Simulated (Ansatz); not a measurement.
Ideal-gas functions of `[OH][Hf]([OH])([I])[I]` at 600 K and 1 bar, from an Ansatz frequency run at PBE0-D4/def2-TZVP.

Molar mass 466.31 g/mol, point group C2v (symmetry number 2), electronic degeneracy 1, moments of inertia 467.859, 1370.299, 1663.005 u Å². Harmonic wavenumbers (cm⁻¹, unscaled): 47, 94, 123, 124, 153, 160, 196, 211, 258, 288, 295, 714, 735, 4007, 4010.

Use S(trans) = R[1.5 ln M + 2.5 ln T − 1.1517]; rotational temperatures θ = 24.2544 K / I; S(rot) = R[ln(√π/σ · √(T³/θAθBθC)) + 1.5]; for each mode x = 1.438777 ν̃/T, S = R[x/(eˣ − 1) − ln(1 − e⁻ˣ)] and H = RT x/(eˣ − 1); 1 cm⁻¹ = 0.0119627 kJ/mol; R = 8.31446 J/(mol·K).

By hand: the entropy, in J/(mol·K).

Translation 200.0. Rotation: θ = 0.0518, 0.0177, 0.0146 K, giving 137.9. Vibration, mode by mode: 26.47, 20.72, 18.50, 18.43, 16.70, 16.33, 14.67, 14.07, 12.44, 11.56, 11.36, 4.79, 4.60, 0.01, 0.01, in all 190.6. Electronic 0.0. Sum 528.5 J/(mol·K).

By hand: H − E and G − E in kJ/mol, counted from the electronic energy.

Zero-point energy ½ × 11415 × 0.0119627 = 68.3; thermal vibration 47.9; translation, rotation and pV give 4 RT = 20.0. H − E = 136.2 kJ/mol, and G − E = 136.2 − 600 × 528.5/1000 = -180.9 kJ/mol.

Vibration gives 36 % of the entropy, 84.1 J/(mol·K) of it from the modes under 150 cm⁻¹: soft modes count most, and the harmonic formula is weakest for them. The sum counts one conformer and one mirror image; others add a mixing term.
